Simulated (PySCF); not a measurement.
S (SMILES [S-]), charge -1, doublet (in this run its highest filled SCF level lies above zero, so its values depend strongly on the basis, on diffuse functions most of all). Base run: B3LYP/6-311G** run with PySCF.

Geometry (Å):
```xyz
1

S      0.0000     0.0000     0.0000
```
Charge -1, spin multiplicity 2.
Orbitals are unrestricted.
All else is at PySCF's defaults.
Base energy -398.21204 Eh.

The base run was repeated with changes; each row names its change, and settings that it needs were set with it.

```
change                                     ΔE vs base (µEh)  grid points  electrons on the grid
-----------------------------------------  ----------------  -----------  ---------------------
base                                                    0.0        18880               17.00000
grids.atom_grid = (150, 974)                            0.0        73864               17.00000
grids.atom_grid = (99, 590)                             0.0        29856               17.00000
grids.prune = dft.gen_grid.treutler_prune               0.0        18424               17.00000
grids.becke_scheme = stratmann                          0.0        18880               17.00000
grids.prune = off                                       0.0        34720               17.00000
grids.level = 0                                        -727         1624               16.99994
grids.radi_method = delley                             -1.1        19576               17.00000
grids.atom_grid = (50, 194)                            -0.4         6320               17.00000
grids.level = 2                                         0.2        11752               17.00000
grids.level = 4                                         0.0        28696               17.00000
```

Open shells are given as the SCF converged; they aren't shown to be the lowest states, and a large step between rows can be another state.
